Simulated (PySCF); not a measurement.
Species: C5H5F2O (charge +1).
Structure used (GFN2-xTB), in Å, numbered top down from 1:
```
atom  x, y, z in Å
F1     0.9089    1.6528    0.0090
C2     1.8382    0.6627    0.0782
F3     2.2651    0.4984   -1.1846
O4     1.2845   -0.4762    0.5640
C5     0.2853   -1.0754   -0.2339
C6    -0.9799   -0.3807   -0.2417
C7    -1.7764    0.6894    0.1668
C8    -2.2913   -0.2403   -0.6882
H9     2.6648    0.9774    0.7284
H10    0.1442   -2.0906    0.1719
H11    0.6269   -1.2107   -1.2790
H12   -1.8708    1.5950    0.7300
H13   -3.1038   -0.6013   -1.2836
```

Closed-shell single points with PySCF (density fitting; grid level 2 and gas phase unless stated) on one GFN2-xTB geometry.

Task: Rank these settings by the HOMO energy, lowest first.
A. B97-D/pcSseg-0
B. CAM-B3LYP/pcSseg-1, IEF-PCM water, energy threshold 1e-07 Eh, fitting basis def2-qzvpp-jkfit
C. PW91/STO-3G

Result: A (-12.41 eV), B (-11.47 eV), C (-8.34 eV).

Task: Rank these settings by the HOMO–LUMO gap, lowest first.
A. B97-D/pcSseg-0
B. PW91/STO-3G
C. CAM-B3LYP/pcSseg-1, IEF-PCM water, energy threshold 1e-07 Eh, fitting basis def2-qzvpp-jkfit

Result: B (0.94 eV), A (3.65 eV), C (10.36 eV).

All figures of these runs:

```tsv
settings	basis functions	SCF cycles	E (Eh)	HOMO (eV)	LUMO (eV)
CAM-B3LYP/pcSseg-1, IEF-PCM water, energy threshold 1e-07 Eh, fitting basis def2-qzvpp-jkfit	161	8	-467.9590	-11.47	-1.11
B97-D/pcSseg-0	82	16	-466.6852	-12.41	-8.76
PW91/STO-3G	45	16	-461.5929	-8.34	-7.40
```

B97-D ran without the empirical dispersion term, which would shift the total energy alone. Cycle counts include a coarse-grid stage where the run had one. The structure is a single GFN2-xTB conformer; no vibrational corrections.
